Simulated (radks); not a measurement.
Q: The table gives one normalised radial function P(r) = r R(r) of Tl3+ in [Xe] 4f14 5d10 (r in bohr). Calculated with a radial shooting solver on a logarithmic mesh with Libxc functionals: scalar-relativistic Kohn-Sham, PBE, spin-unpolarised, spherical densities, finite nucleus; Fermi nuclear charge, rms radius 5.4759 fm.

r,P
0.001911,0.0002
0.002207,0.0002
0.002528,0.0004
0.00292,0.0005
0.003372,0.0008
0.003864,0.0011
0.004462,0.0016
0.005153,0.0024
0.005904,0.0034
0.006818,0.0050
0.007812,0.0071
0.009021,0.0104
0.01042,0.0151
0.01194,0.0213
0.01379,0.0307
0.01592,0.0438
0.01824,0.0610
0.02106,0.0858
0.02433,0.1195
0.02787,0.1616
0.03219,0.2193
0.03688,0.2882
0.04259,0.3778
0.04919,0.4843
0.05635,0.5976
0.06508,0.7244
0.07516,0.8460
0.08611,0.9396
0.09945,0.9935
0.1139,0.9778
0.1316,0.8661
0.152,0.6394
0.1741,0.3185
0.2011,-0.1137
0.2322,-0.5946
0.266,-1.0336
0.3072,-1.4118
0.3548,-1.6399
0.4065,-1.6889
0.4695,-1.5722
0.5379,-1.3412
0.6212,-1.0300
0.7174,-0.7152
0.8219,-0.4597
0.9492,-0.2576
1.096,-0.1274
1.256,-0.0577
1.45,-0.0215
1.675,-0.0068
1.919,-0.0019
2.216,-0.0004
2.539,-0.0001
2.932,0.0000
3.387,0.0000
3.88,0.0000
4.481,0.0000

Which n and l does it have? It may be an empty orbital.

A: n = 4, l = 2: the number of nodes gives n - l - 1 = 1, the rise at small r (about r^(l+1), flatter next to the nucleus through relativity) gives l, and the extent must fit the shell. The curve is that of 4d. 4d: eigenvalue -404.44 eV, 1 radial node at r = 0.194 bohr, <r> = 0.440 bohr, 90 % of the charge inside 0.655 bohr.
